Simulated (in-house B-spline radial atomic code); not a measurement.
Excitations of Br XXXII (Br31+) by several methods

Full response, energies in eV; labels give the largest channel, * marks a mixed state, a dash one above the method's threshold, and an imaginary frequency an unstable closed-shell reference. Computed with a B-spline radial code for spherical atoms: linear response of the closed shell [He] 2s2 with each method's own kernel (bare exchange for TDHF, static screening on G0W0 levels for BSE, the adiabatic kernel for functionals); non-relativistic, point nucleus, no spin-orbit coupling, no double excitations, S, P, D and F terms only.

Without relativity these are model numbers for so heavy an element.

```csv
method,2s → 2p 3P,2s → 2p 1P,2s → 3s 3S,α (bohr³)
TDHF,?,?,?,?
PBE,45.83,101.24,2051.74,0.006808
BLYP,41.90,100.33,2031.75,0.006917
HSE06,43.51,99.92,2052.81,0.00694
LDA VWN5,48.44,100.52,2051.11,0.006716
OLYP,?,?,?,?
```

Problem. What does OLYP give?

Solution. 2s → 2p 3P: 43.44; 2s → 2p 1P: 103.74; 2s → 3s 3S: 2029.95; α: 0.00691 (eV, bohr³).

Problem. What does TDHF give?

Solution. 2s → 2p 3P: 38.16; 2s → 2p 1P: 97.40; 2s → 3s 3S: 2054.83; α: 0.007188 (eV, bohr³).
